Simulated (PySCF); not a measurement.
## Correlation energy of C(2+) (carbon, charge +2)

[He] 2s1 3d1, 2s spin antiparallel (an excited configuration). Computed with PySCF 2.14 in aug-cc-pVTZ with one added diffuse shell each of s, p, d, f type (6s5p4d3f, 62 functions), with no relativity, point nucleus. Frozen: 1s2; 2 electrons correlated.

Total MP2 correlation energy: -18.20 mhartree.

Same-spin part 0.00 and opposite-spin part -18.20 mhartree; SCS-MP2 scales them by 1/3 and 6/5 to -21.84 mhartree.
